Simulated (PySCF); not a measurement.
These 2 structures share the formula C3H14Si3. Level of theory: PBE0-D3(BJ)/def2-SVP geometry optimisation, gas phase (PySCF). One conformer each; no zero-point energy, no entropy. No frequencies were run at this level. Point groups hold within 0.08 Å.

Task: Rank from lowest to highest electronic energy at this level (kcal/mol).
A. `CCC([SiH3])([SiH3])[SiH3]`
B. `[CH3:1][CH2:2][CH2:3][SiH:4]([SiH3:5])[SiH3:6]` with C1–C2–C3–Si4 59°, C2–C3–Si4–Si5 -77°

Result: B (0.0), A (6.1).

As drawn, the lower has an Si–Si bond, which the higher lacks.

| SMILES | E (Eh) | E rel (kcal/mol) | dipole (D) | point group | A, B, C (MHz) |
| --- | --- | --- | --- | --- | --- |
| CCC[SiH]([SiH3])[SiH3] | -990.35692 | 0.0 | 1.29 | C1 | 1508, 1388, 959.2 |
| CCC([SiH3])([SiH3])[SiH3] | -990.34719 | 6.1 | 1.03 | Cs | 1691, 1429, 1306 |

Task: How do the relative energies change in single points at BLYP/pcSseg-1 (no added dispersion term) on the same geometries?

Result: 
```csv
SMILES,PBE0-D3(BJ)/def2-SVP (kcal/mol),BLYP/pcSseg-1 (kcal/mol),shift
CCC[SiH]([SiH3])[SiH3],0.0,0.0,0.0
CCC([SiH3])([SiH3])[SiH3],6.1,7.9,+1.8
```

Each column counts from its own lowest isomer. The order is unchanged; the largest shift is 1.8 kcal/mol.
